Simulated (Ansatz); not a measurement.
Geometry optimisation, RKS revPBE/def2-SVP (Ansatz 0.2.0).

The input (input.yaml):

```yaml
crystal:
  periodic: [false, false, false]
  atoms:
    - { symbol: Ta, position_ang: [-0.215067, 0.123189, -0.147459] }
    - { symbol: F, position_ang: [1.677892, 0.429735, -0.275749] }
    - { symbol: F, position_ang: [0.183331, -0.620655, 1.565089] }
    - { symbol: F, position_ang: [-0.246618, 0.332015, -2.038985] }
    - { symbol: O, position_ang: [-1.028688, 1.726965, 0.369611] }
    - { symbol: H, position_ang: [-1.296172, 2.132918, 1.215797] }
    - { symbol: Cl, position_ang: [-1.927146, -1.47641, -0.346294] }
    - { symbol: "N", position_ang: [1.677703, -2.486786, -1.073717] }
    - { symbol: H, position_ang: [1.160089, -2.866843, -0.274638] }
    - { symbol: H, position_ang: [1.058459, -2.380891, -1.883718] }
    - { symbol: H, position_ang: [2.118817, -1.575537, -0.830637] }
basis:
  gaussian: { orbitals: def2-SVP }
hamiltonian:
  xc: revpbe
relax:
  f_tol: 0.03
  max_steps: 50
```

Launched with:

```bash
$ ansatz run input.yaml --threads 4 --pin off --max-ram 5120MiB --backend cpu --events-out ev --progress --plain --runs-dir out
```

Q: Where does it end, and by what steps?

A: The forces met the threshold. The force dipped under the threshold on the way, but the program's further checks kept it going. After 15 steps the energy has fallen by 1.013 eV; N8 moved furthest, 0.75 Å. Joined: Ta1–N8 (3.35 → 2.38 Å).

```json
{"step": "0", "energy less start (eV)": "0.0000", "largest force component (eV/Å)": "0.682", "accepted": "yes"}
{"step": "1", "energy less start (eV)": "-0.0181", "largest force component (eV/Å)": "0.952", "accepted": "yes"}
{"step": "2", "energy less start (eV)": "-0.0150", "largest force component (eV/Å)": "1.123", "accepted": "no"}
{"step": "3", "energy less start (eV)": "-0.0489", "largest force component (eV/Å)": "0.869", "accepted": "yes"}
{"step": "4", "energy less start (eV)": "-0.0944", "largest force component (eV/Å)": "0.496", "accepted": "yes"}
{"step": "5", "energy less start (eV)": "-0.1781", "largest force component (eV/Å)": "1.213", "accepted": "yes"}
{"step": "6", "energy less start (eV)": "-0.4642", "largest force component (eV/Å)": "2.655", "accepted": "yes"}
{"step": "7", "energy less start (eV)": "-0.9421", "largest force component (eV/Å)": "0.571", "accepted": "yes"}
{"step": "8", "energy less start (eV)": "-0.8431", "largest force component (eV/Å)": "2.640", "accepted": "no"}
{"step": "9", "energy less start (eV)": "-0.9942", "largest force component (eV/Å)": "0.544", "accepted": "yes"}
{"step": "10", "energy less start (eV)": "-1.0089", "largest force component (eV/Å)": "0.233", "accepted": "yes"}
{"step": "11", "energy less start (eV)": "-1.0123", "largest force component (eV/Å)": "0.079", "accepted": "yes"}
{"step": "12", "energy less start (eV)": "-1.0128", "largest force component (eV/Å)": "0.045", "accepted": "yes"}
{"step": "13", "energy less start (eV)": "-1.0131", "largest force component (eV/Å)": "0.006", "accepted": "yes"}
{"step": "14", "energy less start (eV)": "-1.0131", "largest force component (eV/Å)": "0.055", "accepted": "yes"}
{"step": "15", "energy less start (eV)": "-1.0131", "largest force component (eV/Å)": "0.014", "accepted": "yes"}
```

```xyz
11
Properties=species:S:1:pos:R:3
Ta -0.007 -0.048 -0.120
F 1.778 0.655 -0.173
F 0.459 -0.868 1.551
F -0.084 0.247 -2.015
O -0.925 1.464 0.493
H -1.506 2.166 0.814
Cl -1.868 -1.548 -0.305
N 1.179 -1.960 -0.897
H 1.060 -2.780 -0.286
H 0.888 -2.240 -1.844
H 2.188 -1.751 -0.937
```

Whether the end is a true minimum wasn't checked by a vibrational analysis.

The run took 38 s on 4 threads of Arm Neoverse V2, with other jobs on the host, peak memory 0.22 GiB.
